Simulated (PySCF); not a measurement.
Molecule: SMILES CS/C(C)=C/C(C)=O, C6H10OS.

Bonds (- single, = double, # triple, : aromatic): C1-S2, S2-C3, C3-C4, C3=C5, C5-C6, C6-C7, C6=O8. C1 carries H9, H10, H11; C4 carries H12, H13, H14; C5 carries H15; C7 carries H16, H17, H18. Stereochemistry as in CS/C(C)=C/C(C)=O.

Geometry PBE0-D3(BJ)/def2-SVP throughout; GIAO in PySCF, gas phase, one conformer, non-relativistic; equivalent atoms averaged; basis pcSseg-1.

(1) How do the shifts δ (against TMS, H2O at the same level) depend on the functional? (a selection of nuclei; ppm; last column core-seconds on shared hosts with different chips, so compare them loosely; the GGAs took longer than the global hybrids here, which isn't the general rule, and the cause wasn't traced)

(2) Which nucleus among those listed moves most, in ppm?

Answers

(1) 
| functional | kind | C6 | C3 | C5 | C7 | C4 | C1 | O8 | H15 | H9/H10/H11 | core-s |
| --- | --- | --- | --- | --- | --- | --- | --- | --- | --- | --- | --- |
| HF | Hartree–Fock | 199.6 | 180.8 | 113.3 | 30.6 | 24.1 | 16.6 | 614.5 | 5.19 | 2.07 | 14 |
| PBE | GGA | 189.6 | 167.8 | 114.6 | 33.3 | 27.6 | 19.4 | 630.1 | 5.47 | 2.09 | 46 |
| BLYP | GGA | 191.0 | 171.0 | 115.0 | 33.4 | 27.9 | 20.3 | 632.3 | 5.36 | 2.09 | 45 |
| BP86 | GGA | 189.7 | 168.4 | 114.7 | 33.6 | 28.0 | 19.7 | 623.1 | 5.45 | 2.10 | 47 |
| KT2 | GGA | 178.9 | 158.8 | 108.0 | 31.5 | 27.6 | 18.7 | 580.2 | 5.25 | 2.08 | 48 |
| B97-D | GGA | 184.9 | 164.3 | 111.1 | 32.6 | 27.5 | 20.2 | 600.9 | 5.38 | 2.12 | 47 |
| PBE0 | global hybrid | 194.1 | 172.3 | 116.4 | 33.0 | 26.8 | 18.6 | 635.3 | 5.44 | 2.08 | 28 |
| CAM-B3LYP | range-separated hybrid | 200.0 | 178.8 | 118.4 | 33.3 | 26.2 | 18.2 | 645.8 | 5.34 | 2.03 | 40 |
| LC-wPBE | range-separated hybrid | 202.6 | 177.7 | 119.7 | 34.0 | 25.6 | 17.0 | 644.1 | 5.46 | 1.98 | 53 |

(2) O8 (ketone oxygen): from 580.2 ppm with KT2 to 645.8 ppm with CAM-B3LYP. The smallest spread is 0.14 ppm, at H9/H10/H11. Proton shifts span only some 12 ppm, so a few tenths of a ppm matter as much there as several ppm in carbon.
